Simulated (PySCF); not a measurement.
C$_{7}$H$_{7}$, doublet, geometry from GFN2-xTB. Base run: B3LYP/6-31G (PySCF).

PySCF was given this input:
```python
from pyscf import gto, scf, dft

mol = gto.Mole()
mol.atom = '''
    C     1.096806   -0.692040    0.742836
    C     1.465115   -0.165421   -0.396948
    C     0.257160    0.706690   -0.823937
    C    -0.865458   -0.272563   -1.118095
    C    -1.193253   -0.856204    0.026576
    C    -0.301880   -0.264599    1.107974
    C    -0.198129    1.181610    0.572021
    H     2.356814   -0.273139   -0.978067
    H     0.471835    1.456968   -1.579832
    H    -1.255890   -0.449343   -2.102072
    H    -1.912258   -1.631328    0.209142
    H    -0.615248   -0.412225    2.136059
    H     0.548604    1.781332    1.090668
    H    -1.156030    1.702899    0.561539
'''
mol.basis = '6-31g'
mol.charge = 0
mol.spin = 1
mol.verbose = 4
mol.build()

mf = dft.UKS(mol)
mf.xc = 'b3lyp'
mf.kernel()
```

Each row names what was changed in the base input (with any setting that the change needs).

```
change                                      E (Eh)  HOMO (eV)  dipole (D)  <S^2>  core-seconds (rough)                outcome
--------------------------------------  ----------  ---------  ----------  -----  --------------------  ---------------------
base                                    -270.71250      -5.96        1.00  0.763                    20              converged
functional = blyp; dispersion = d3bj    -270.60690      -4.85        1.02  0.758                    20              converged
functional = wb97m_v                             -          -           -      -                     -  cut at the time limit
functional = scan                       -270.59114      -5.33        1.00  0.777                    50              converged
functional = revpbe                     -270.64956      -5.02        1.03  0.761                    20              converged
functional = x3lyp                      -270.57515      -5.99        1.00  0.764                    30              converged
functional = blyp; dispersion = d3zero  -270.58675      -4.85        1.02  0.758                    30              converged
functional = pbe0; dispersion = d3zero  -270.40111      -6.24        1.01  0.771                    30              converged
functional = camb3lyp                   -270.55013      -7.54        1.00  0.768                   100              converged
functional = m06                        -270.51022      -6.27        0.92  0.773                    40              converged
functional = tpss                       -270.77600      -5.10        1.04  0.764                    50              converged
functional = pbe0; dispersion = d3bj    -270.40863      -6.24        1.01  0.771                    30              converged
functional = m06l                       -270.68325      -5.29        0.92  0.773                    40              converged
```

Total energies compare only within one method and basis.

Open shells are given as the SCF converged; they aren't shown to be the lowest states, and a large step between rows can be another state.
